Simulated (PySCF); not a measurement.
Vertical excitations of a molecule C2H10Si3 from TDA-LC-ωPBE/def2-SVPD (PySCF 2.14.0), as energy in eV (oscillator strength): 6.64 (0.097), 6.96 (0.049), 7.10 (0.183), 7.36 (0.339), 7.70 (0.023), 7.77 (0.012), 7.83 (0.076), 7.88 (0.078), 8.06 (0.094), 8.14 (0.015). Lowest triplet (TDA): 3.98 eV. The structure is a stationary point at B3LYP-D3(BJ)/def2-SVP. Other conformers were not sampled.

Which structure fits?
A. [SiH3]C1[SiH2]C[SiH2]1
B. C=C([SiH3])[SiH2][SiH3]
C. C=C[SiH2][SiH2][SiH3]
D. C[Si@H]1C[SiH2][SiH2]1

C, C=C[SiH2][SiH2][SiH3]
